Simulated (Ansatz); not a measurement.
Start from `BBC[SiH3]` and change one atom or group to get `BBCBI`.

Ansatz, PBE0-D4/def2-TZVP geometries, multiplicity 1. Each molecule was computed in one conformer, which needn't be the lowest.

Elements past krypton have def2 core potentials.

```
                                        property  `BBC[SiH3]`
size of the dipole moment (B3LYP/def2-TZVPP) / D         0.90
           HOMO energy (ωB97M-V/def2-TZVPP) / eV       -10.37
               LUMO energy (PBE/def2-TZVPP) / eV        -2.63
           HOMO–LUMO gap (B3LYP/def2-TZVPP) / eV         6.06
  size of the dipole moment (PBE/def2-TZVPP) / D         0.97
           LUMO energy (ωB97M-V/def2-TZVPP) / eV         0.25
```

Problem. Give the same properties after the change, and the shifts. (Estimate.)

Solution. Ansatz gave: 
```
                                        property  `BBCBI`  shift
size of the dipole moment (B3LYP/def2-TZVPP) / D     1.45   0.55
           HOMO energy (ωB97M-V/def2-TZVPP) / eV    -9.55   0.82
               LUMO energy (PBE/def2-TZVPP) / eV    -3.06  -0.43
           HOMO–LUMO gap (B3LYP/def2-TZVPP) / eV     4.87  -1.19
  size of the dipole moment (PBE/def2-TZVPP) / D     1.31   0.34
           LUMO energy (ωB97M-V/def2-TZVPP) / eV    -0.20  -0.45
```

With PBE0 the HOMO rises by 0.67 eV and the LUMO falls by 0.51 eV, so the gap narrows by about 1.18 eV. PBE moves the HOMO by 0.45 eV and ωB97M-V by 0.82 eV. The zero-point energy changes by -31.3 kJ/mol with -3 modes. Dipoles are sizes alone; their direction can turn.

B3LYP here is the variant with VWN-RPA as its local correlation; programs differ in this.

Spin–orbit coupling is left out; it splits and shifts lone-pair levels of the heavy atoms by tenths of an eV.
